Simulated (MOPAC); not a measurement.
A run for MOPAC: AM1 on CH4Te (SMILES C[TeH]), a point of a bond scan (R = 3.826 Å).

```
AM1 1SCF PRECISE CHARGE=0 THREADS=1
CH4Te

Te     0.01201175 1     0.23527703 1     0.23177528 1
H     -0.80451613 1     2.83317961 1    -2.45498421 1
C     -0.03051731 1    -1.41897587 1    -1.16612883 1
H      0.73152202 1    -1.27549848 1    -1.92532285 1
H     -1.01819392 1    -1.49803416 1    -1.60874601 1
H      0.18816506 1    -2.31181771 1    -0.58509181 1
```

It printed:

```
*******************************************************************************
 **                                                                           **
 **                              MOPAC v23.2.5                                **
 **                                                                           **
 *******************************************************************************
 ** MOPAC's Digital Object Identifier: https://doi.org/10.5281/zenodo.6511958 **
 **                                                                           **
 ** Please cite the open-source release paper for use of this MOPAC version:  **
 ** J. E. Moussa and J. J. P. Stewart (2026)                                  **
 ** MOPAC: An open-source semiempirical molecular orbital program             **
 ** J. Open Source Softw., 11(119), 8025, https://doi.org/10.21105/joss.08025 **
 *******************************************************************************

                              AM1 CALCULATION RESULTS

 *******************************************************************************
 *  AM1        - The AM1 Hamiltonian to be used
 *
 *
 *
 *                 CHARGE ON SYSTEM = 0
 *
 *
 *
 *  PRECISE    - TIGHTER CRITERIA TO BE USED
 *  1SCF       - DO 1 SCF AND THEN STOP
 *  THREADS=1  - MULTI-THREADING NOT USED
 *  T=         - A TIME OF 172800.0 SECONDS REQUESTED
 *  DUMP=N     - RESTART FILE WRITTEN EVERY 7200.0 SECONDS REQUESTED
 *******************************************************************************
AM1 1SCF PRECISE CHARGE=0 THREADS=1
 CH4Te

   ATOM   CHEMICAL          X               Y               Z
  NUMBER   SYMBOL      (ANGSTROMS)     (ANGSTROMS)     (ANGSTROMS)

     1      Te          0.01201175  *   0.23527703  *   0.23177528  *
     2       H         -0.80451613  *   2.83317961  *  -2.45498421  *
     3       C         -0.03051731  *  -1.41897587  *  -1.16612883  *
     4       H          0.73152202  *  -1.27549848  *  -1.92532285  *
     5       H         -1.01819392  *  -1.49803416  *  -1.60874601  *
     6       H          0.18816506  *  -2.31181771  *  -0.58509181  *



          CARTESIAN COORDINATES

    NO.       ATOM           X           Y           Z

     1        Te          0.0120      0.2353      0.2318
     2         H         -0.8045      2.8332     -2.4550
     3         C         -0.0305     -1.4190     -1.1661
     4         H          0.7315     -1.2755     -1.9253
     5         H         -1.0182     -1.4980     -1.6087
     6         H          0.1882     -2.3118     -0.5851

  H: (AM1): M.J.S. DEWAR ET AL, J. AM. CHEM. SOC. 107 3902-3909 (1985)
  C: (AM1): M.J.S. DEWAR ET AL, J. AM. CHEM. SOC. 107 3902-3909 (1985)
 Te: (AM1): J. J. P. STEWART, J. MOL. MOD., 10, 155-164 (2004)

           Empirical Formula: C H4 Te  =     6 atoms



      MOLECULAR POINT GROUP   :   Cs


      RHF CALCULATION, NO. OF DOUBLY OCCUPIED LEVELS = 7


 -------------------------------------------------------------------------------
 AM1 1SCF PRECISE CHARGE=0 THREADS=1
 CH4Te



     1SCF WAS SPECIFIED, SO BFGS WAS NOT USED
     SCF FIELD WAS ACHIEVED


                              AM1 CALCULATION
                                                       MOPAC v23.2.5 Linux




          FINAL HEAT OF FORMATION =        150.36162 KCAL/MOL =     629.11301 KJ/MOL


          COSMO AREA              =        112.29 SQUARE ANGSTROMS
          COSMO VOLUME            =         92.44 CUBIC ANGSTROMS

          IONIZATION POTENTIAL    =          6.985916 EV
          HOMO LUMO ENERGIES (EV) =         -6.986 -3.390
          NO. OF FILLED LEVELS    =          7
          MOLECULAR WEIGHT        =        143.6426         POINT GROUP:  Cs

          MOLECULAR DIMENSIONS (Angstroms)

            Atom       Atom       Distance
            H     6    H     2     5.56353
           Te     1    H     4     2.61006
            H     4    H     5     1.68310


          SCF CALCULATIONS        =          1





   ATOM   CHEMICAL          X               Y               Z
  NUMBER   SYMBOL      (ANGSTROMS)     (ANGSTROMS)     (ANGSTROMS)

     1      Te          0.01201175  *   0.23527703  *   0.23177528  *
     2       H         -0.80451613  *   2.83317961  *  -2.45498421  *
     3       C         -0.03051731  *  -1.41897587  *  -1.16612883  *
     4       H          0.73152202  *  -1.27549848  *  -1.92532285  *
     5       H         -1.01819392  *  -1.49803416  *  -1.60874601  *
     6       H          0.18816506  *  -2.31181771  *  -0.58509181  *

                             CARTESIAN COORDINATES

   1   Te        0.012011750     0.235277030     0.231775280
   2    H       -0.804516130     2.833179610    -2.454984210
   3    C       -0.030517310    -1.418975870    -1.166128830
   4    H        0.731522020    -1.275498480    -1.925322850
   5    H       -1.018193920    -1.498034160    -1.608746010
   6    H        0.188165060    -2.311817710    -0.585091810


           Empirical Formula: C H4 Te  =     6 atoms



      MOLECULAR POINT GROUP   :   Cs


                  EIGENVALUES
 -30.16925 -21.44314 -14.07501 -14.02234 -10.61957  -7.28020  -6.98592  -3.39001
   0.14202   4.31997   4.42262   4.91547


              NET ATOMIC CHARGES AND DIPOLE CONTRIBUTIONS

  ATOM NO.   TYPE          CHARGE      No. of ELECS.   s-Pop       p-Pop
    1         Te           0.031686        5.9683     1.97050     3.99782
    2          H           0.064940        0.9351     0.93506
    3          C          -0.388939        4.3889     1.25338     3.13556
    4          H           0.096186        0.9038     0.90381
    5          H           0.096186        0.9038     0.90381
    6          H           0.099939        0.9001     0.90006
 DIPOLE           X         Y         Z       TOTAL
 POINT-CHG.    -0.234     1.179    -0.466     1.289
 HYBRID        -0.063    -1.027    -1.068     1.483
 SUM           -0.297     0.153    -1.534     1.570


          ATOMIC ORBITAL ELECTRON POPULATIONS

     Atom    s        px        py        pz
    1 Te   1.97050   1.95351   0.97922   1.06509
    2  H   0.93506
    3  C   1.25338   1.04550   1.04869   1.04137
    4  H   0.90381
    5  H   0.90381
    6  H   0.90006

 **********************
 *                    *
 * JOB ENDED NORMALLY *
 *                    *
 **********************




 == MOPAC DONE ==
```

The run finished.

Cost: about 0.03 core-seconds (a rough figure).
